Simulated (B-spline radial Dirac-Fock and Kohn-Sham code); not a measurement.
Levels of muonic ⁸⁰Rb

Nucleus: ⁸⁰Rb, Fermi distribution (skin thickness 2.3 fm), rms radius 4.2271 fm (measured, Angeli and Marinova 2013).

Input of the calculation (task.json; shells as n, l, electrons):

```json
{"items": [{
  "Z": 37,
  "q": 0,
  "cfg": [[1, 0, 2], [2, 0, 2], [2, 1, 6], [3, 0, 2], [3, 1, 6], [3, 2, 10], [4, 0, 2], [4, 1, 6], [5, 0, 1]],
  "A": 80,
  "rrms": 4.2271,
  "do": "muonic",
  "nuclei": [[80, 79.922516, 4.2271, "measured", "fermi"]]
}]}
```

Command: `python xray2_run.py task.json out`

Method: the Dirac equation of a negative muon with reduced mass in the field of a spherical finite nucleus, with the Uehling potential to all orders; nuclear polarisation, deformation, hyperfine structure, self-energy, higher-order vacuum polarisation, relativistic recoil and electron screening are left out. Computed with a radial B-spline solver.

| level | binding (keV) | point nucleus, no QED (keV) | vacuum polarisation (keV) | ⟨r⟩ (fm) |
| --- | --- | --- | --- | --- |
| 1s1/2 | 3209 | 3919 | 22.325 | 12.4 |
| 2s1/2 | 886.8 | 984.2 | 4.207 | 45.0 |
| 2p1/2 | 984.4 | 984.2 | 4.819 | 33.6 |
| 2p3/2 | 968.6 | 965.9 | 4.575 | 34.4 |
| 3s1/2 | 405.9 | 435.4 | 1.359 | 98.3 |
| 3p1/2 | 435.2 | 435.4 | 1.458 | 84.8 |
| 3p3/2 | 430.7 | 429.9 | 1.397 | 85.8 |
| 3d3/2 | 431.1 | 429.9 | 1.142 | 71.9 |
| 3d5/2 | 429.3 | 428.2 | 1.124 | 72.3 |
| 4d3/2 | 242.2 | 241.7 | 0.456 | 144.1 |
| 4d5/2 | 241.5 | 241.0 | 0.449 | 144.7 |
| 4f5/2 | 241.4 | 241.0 | 0.351 | 123.9 |
| 4f7/2 | 241.0 | 240.6 | 0.349 | 124.2 |

Problem. By how much does the finite nuclear size lower the 1s binding energy?

Solution. By 732.2 keV, 18.69 % of the point-nucleus value (point value plus vacuum polarisation less the binding energy). The 1s orbit has ⟨r⟩ = 12.4 fm.
